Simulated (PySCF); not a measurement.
H$_{18}$N$_{6}$Ni (SMILES [NH3]->[Ni+2](<-[NH3])(<-[NH3])(<-[NH3])(<-[NH3])<-[NH3]), charge +2, triplet, at a GFN2-xTB geometry (such geometries of metal compounds can be far from the true shape), with bond 19-18 at 1.6 times its length; SVWN5/STO-3G (PySCF).

Here is a job for PySCF.
```python
from pyscf import gto, scf, dft

mol = gto.Mole()
mol.atom = '''
    Ni    0.00007669   -0.00000160   -0.00002500
    N    -1.80583194   -1.14082178    0.46611182
    H    -2.53266252   -0.57349619    0.89839093
    H    -1.60505245   -1.89649615    1.11919885
    H    -2.22377200   -1.57023932   -0.35742408
    N    -0.53482375   -0.02479622   -2.12002702
    H    -1.51055685    0.23420271   -2.25663181
    H    -0.41458714   -0.94293431   -2.54409791
    H     0.01550852    0.62640437   -2.67677760
    N     0.41227913    0.05574497    2.14653381
    H     0.72914281   -0.83992659    2.51322682
    H    -0.42250583    0.30329423    2.67548629
    H     1.12649096    0.73918098    2.39194681
    N     1.87136437    1.06520477   -0.38014318
    H     1.82671125    2.04583975   -0.10863501
    H     2.14789474    1.04765606   -1.36004243
    H     2.64191890    0.65236079    0.14305032
    N     1.10803111   -1.86599323   -0.26638965
    H     2.08342100   -2.21275457    0.99189485
    H     1.70599978   -1.82329727   -1.09016084
    H     0.49709284   -2.67138572   -0.39090893
    N    -1.05127453    1.91067683    0.15400055
    H    -0.79234958    2.53482666   -0.60845144
    H    -0.84339086    2.40560737    1.01955265
    H    -2.06389038    1.81105917    0.11233484
'''
mol.basis = 'sto-3g'
mol.charge = 2
mol.spin = 2
mol.verbose = 4
mol.build()

mf = dft.UKS(mol)
mf.xc = 'lda,vwn'
mf.kernel()
```

Predict the main parts of the log of this PySCF run.


```
PySCF version 2.14.0

[INPUT] verbose = 4
[INPUT] num. atoms = 25
[INPUT] num. electrons = 86
[INPUT] charge = 2
[INPUT] spin (= nelec alpha-beta = 2S) = 2
[INPUT] symmetry False subgroup None
[INPUT] Mole.unit = angstrom
[INPUT] Symbol           X                Y                Z      unit          X                Y                Z       unit  Magmom
[INPUT]  1 Ni     0.000076690000  -0.000001600000  -0.000025000000 AA    0.000144923096  -0.000003023562  -0.000047243153 Bohr   0.0
[INPUT]  2 N     -1.805831940000  -1.140821780000   0.466111820000 AA   -3.412527793592  -2.155840721139   0.880823683223 Bohr   0.0
[INPUT]  3 H     -2.532662520000  -0.573496190000   0.898390930000 AA   -4.786038528751  -1.083750732582   1.697712810493 Bohr   0.0
[INPUT]  4 H     -1.605052450000  -1.896496150000   1.119198850000 AA   -3.033109546062  -3.583858319792   2.114979305428 Bohr   0.0
[INPUT]  5 H     -2.223772000000  -1.570239320000  -0.357424080000 AA   -4.202320043476  -2.967322264823  -0.675433621525 Bohr   0.0
[INPUT]  6 N     -0.534823750000  -0.024796220000  -2.120027020000 AA   -1.010670412413  -0.046858064724  -4.006270444478 Bohr   0.0
[INPUT]  7 H     -1.510556850000   0.234202710000  -2.256631810000 AA   -2.854538742086   0.442578979531  -4.264416084882 Bohr   0.0
[INPUT]  8 H     -0.414587140000  -0.942934310000  -2.544097910000 AA   -0.783456149367  -1.781887599356  -4.807648283978 Bohr   0.0
[INPUT]  9 H      0.015508520000   0.626404370000  -2.676777600000 AA    0.029306855397   1.183732702531  -5.058376560371 Bohr   0.0
[INPUT] 10 N      0.412279130000   0.055744970000   2.146533810000 AA    0.779094642574   0.105342726122   4.056361018019 Bohr   0.0
[INPUT] 11 H      0.729142810000  -0.839926590000   2.513226820000 AA    1.377880216596  -1.587231219840   4.749310378712 Bohr   0.0
[INPUT] 12 H     -0.422505830000   0.303294230000   2.675486290000 AA   -0.798420304732   0.573143029861   5.055936338129 Bohr   0.0
[INPUT] 13 H      1.126490960000   0.739180980000   2.391946810000 AA    2.128759396198   1.396849608688   4.520124375427 Bohr   0.0
[INPUT] 14 N      1.871364370000   1.065204770000  -0.380143180000 AA    3.536366138569   2.012945281880  -0.718366498321 Bohr   0.0
[INPUT] 15 H      1.826711250000   2.045839750000  -0.108635010000 AA    3.451983971162   3.866076822249  -0.205290416439 Bohr   0.0
[INPUT] 16 H      2.147894740000   1.047656060000  -1.360042430000 AA    4.058932802994   1.979783026141  -2.570107710488 Bohr   0.0
[INPUT] 17 H      2.641918900000   0.652360790000   0.143050320000 AA    4.992503164312   1.232783227505   0.270325926831 Bohr   0.0
[INPUT] 18 N      1.108031110000  -1.865993230000  -0.266389650000 AA    2.093875335398  -3.526216154993  -0.503403480919 Bohr   0.0
[INPUT] 19 H      2.083421000000  -2.212754570000   0.991894850000 AA    3.937095092167  -4.181500118180   1.874409610867 Bohr   0.0
[INPUT] 20 H      1.705999780000  -1.823297270000  -1.090160840000 AA    3.223872352768  -3.445532483967  -2.060105419326 Bohr   0.0
[INPUT] 21 H      0.497092840000  -2.671385720000  -0.390908930000 AA    0.939369326082  -5.048187383874  -0.738710817347 Bohr   0.0
[INPUT] 22 N     -1.051274530000   1.910676830000   0.154000550000 AA   -1.986620943431   3.610655921252   0.291018862532 Bohr   0.0
[INPUT] 23 H     -0.792349580000   2.534826660000  -0.608451440000 AA   -1.497323701114   4.790128160646  -1.149806581697 Bohr   0.0
[INPUT] 24 H     -0.843390860000   2.405607370000   1.019552650000 AA   -1.593777741361   4.545939092535   1.926675278075 Bohr   0.0
[INPUT] 25 H     -2.063890380000   1.811059170000   0.112334840000 AA   -3.900187569325   3.422405826682   0.212282081847 Bohr   0.0

nuclear repulsion = 678.626432761779
number of shells = 44
number of NR pGTOs = 198
number of NR cGTOs = 66
basis = sto-3g
ecp = {}

******** <class 'pyscf.dft.uks.UKS'> ********
method = UKS
initial guess = minao
damping factor = 0
level_shift factor = 0
DIIS = <class 'pyscf.scf.diis.CDIIS'>
diis_start_cycle = 1
diis_space = 8
diis_damp = 0
SCF conv_tol = 1e-09
SCF conv_tol_grad = None
SCF max_cycles = 50
direct_scf = True
direct_scf_tol = 1e-13
number electrons alpha = 44  beta = 42
XC library pyscf.dft.libxc version 7.1.2
    S. Lehtola, C. Steigemann, M. J. T. Oliveira, and M. A. L. Marques,  SoftwareX 7, 1–5 (2018)
XC functionals = lda,vwn
    P. A. M. Dirac,  Math. Proc. Cambridge Philos. Soc. 26, 376 (1930)
    F. Bloch,  Z. Phys. 57, 545 (1929)
    S. H. Vosko, L. Wilk, and M. Nusair,  Can. J. Phys. 58, 1200 (1980)
radial grids:
    Treutler-Ahlrichs [JCP 102, 346 (1995); DOI:10.1063/1.469408] (M4) radial grids

becke partition: Becke, JCP 88, 2547 (1988); DOI:10.1063/1.454033
pruning grids: <function nwchem_prune>
grids dens level: 3
symmetrized grids: False
atomic radii adjust function: <function treutler_atomic_radii_adjust>
small_rho_cutoff = 0
Set gradient conv threshold to 3.16228e-05
tot grids = 280600
init E= -1817.24095526626

cycle= 1 E= -1799.4428067212  delta_E= 17.8  |g|= 3.44  |ddm|=    8

cycle= 2 E= -1803.38279734704  delta_E= -3.94  |g|= 1.97  |ddm|=  8.3

cycle= 3 E= -1783.53890452771  delta_E= 19.8  |g|=  3.6  |ddm|= 10.9

cycle= 4 E= -1792.13705561488  delta_E= -8.6  |g|= 2.97  |ddm|= 6.27

cycle= 5 E= -1803.29029429508  delta_E= -11.2  |g|= 2.71  |ddm|= 4.43

cycle= 6 E= -1798.31309840704  delta_E= 4.98  |g|= 2.82  |ddm|= 3.42

cycle= 7 E= -1798.33438136686  delta_E= -0.0213  |g|= 2.83  |ddm|= 0.0523
cycle= 8 E= -1803.75009041154  delta_E= -5.42  |g|= 2.86  |ddm|= 3.34
cycle= 9 E= -1803.78283193149  delta_E= -0.0327  |g|= 2.85  |ddm|= 1.31
cycle= 10 E= -1801.35288176205  delta_E= 2.43  |g|= 3.95  |ddm|= 3.24

cycle= 11 E= -1795.6955763221  delta_E= 5.66  |g|= 2.05  |ddm|= 9.49

cycle= 12 E= -1796.88465806179  delta_E= -1.19  |g|= 3.68  |ddm|= 10.1

cycle= 13 E= -1791.43471170778  delta_E= 5.45  |g|= 3.35  |ddm|= 3.11

cycle= 14 E= -1797.42509644955  delta_E= -5.99  |g|= 3.01  |ddm|=  3.4

cycle= 15 E= -1791.06629133412  delta_E= 6.36  |g|= 3.07  |ddm|= 3.45
cycle= 16 E= -1805.14418539514  delta_E= -14.1  |g|= 2.77  |ddm|= 4.65

cycle= 17 E= -1791.36801656294  delta_E= 13.8  |g|= 3.01  |ddm|= 4.83

cycle= 18 E= -1791.57087535608  delta_E= -0.203  |g|=    3  |ddm|= 4.39

cycle= 19 E= -1791.53595532519  delta_E= 0.0349  |g|=    3  |ddm|= 1.18

cycle= 20 E= -1794.09633402105  delta_E= -2.56  |g|= 2.45  |ddm|= 10.4
cycle= 21 E= -1814.56330300839  delta_E= -20.5  |g|= 2.33  |ddm|= 8.96

cycle= 22 E= -1797.92402820328  delta_E= 16.6  |g|= 2.94  |ddm|=  5.2

cycle= 23 E= -1798.16651687833  delta_E= -0.242  |g|= 3.01  |ddm|= 0.28

cycle= 24 E= -1797.90938828289  delta_E= 0.257  |g|= 2.94  |ddm|= 0.418
cycle= 25 E= -1805.76700302608  delta_E= -7.86  |g|= 2.78  |ddm|= 3.24

cycle= 26 E= -1792.32201463819  delta_E= 13.4  |g|= 3.35  |ddm|= 4.71

cycle= 27 E= -1792.10927197637  delta_E= 0.213  |g|= 3.27  |ddm|= 0.294

cycle= 28 E= -1791.64051883802  delta_E= 0.469  |g|= 3.14  |ddm|= 0.376

cycle= 29 E= -1795.00523337601  delta_E= -3.36  |g|= 2.47  |ddm|= 10.3
cycle= 30 E= -1799.73202646818  delta_E= -4.73  |g|= 3.64  |ddm|= 9.84
cycle= 31 E= -1800.94349703502  delta_E= -1.21  |g|= 3.89  |ddm|= 0.851
cycle= 32 E= -1802.12228936165  delta_E= -1.18  |g|= 3.76  |ddm|= 0.737

cycle= 33 E= -1798.48992803234  delta_E= 3.63  |g|= 3.16  |ddm|= 2.15

cycle= 34 E= -1810.4899427673  delta_E=  -12  |g|= 2.71  |ddm|= 6.59

cycle= 35 E= -1792.62063316263  delta_E= 17.9  |g|= 3.48  |ddm|= 8.03

cycle= 36 E= -1792.35059541356  delta_E= 0.27  |g|= 3.47  |ddm|= 0.761

cycle= 37 E= -1791.76949560788  delta_E= 0.581  |g|= 3.58  |ddm|= 3.79

cycle= 38 E= -1793.09724582725  delta_E= -1.33  |g|= 2.37  |ddm|= 10.5

cycle= 39 E= -1792.09213765348  delta_E= 1.01  |g|= 3.26  |ddm|= 10.9

cycle= 40 E= -1792.15896403231  delta_E= -0.0668  |g|= 3.23  |ddm|= 0.487

cycle= 41 E= -1792.06812119299  delta_E= 0.0908  |g|= 3.24  |ddm|= 1.22

cycle= 42 E= -1792.70785719144  delta_E= -0.64  |g|= 3.18  |ddm|= 3.02

cycle= 43 E= -1790.88299144007  delta_E= 1.82  |g|= 2.79  |ddm|= 6.06

cycle= 44 E= -1793.40094513002  delta_E= -2.52  |g|=  3.3  |ddm|= 10.6
cycle= 45 E= -1798.05868560297  delta_E= -4.66  |g|= 3.13  |ddm|= 5.85
cycle= 46 E= -1799.03828829098  delta_E= -0.98  |g|= 2.96  |ddm|= 2.69

cycle= 47 E= -1786.43912432084  delta_E= 12.6  |g|= 2.35  |ddm|= 9.55

cycle= 48 E= -1816.8131489549  delta_E= -30.4  |g|= 1.78  |ddm|= 9.74
cycle= 49 E= -1819.10337412978  delta_E= -2.29  |g|= 0.794  |ddm|= 4.47
cycle= 50 E= -1819.34037581166  delta_E= -0.237  |g|= 0.668  |ddm|= 4.77
SCF not converged.
SCF energy = -1819.34037581166 after 50 cycles  <S^2> = 2.0392115  2S+1 = 3.0260281
```

The run did not converge; its last values are not results.
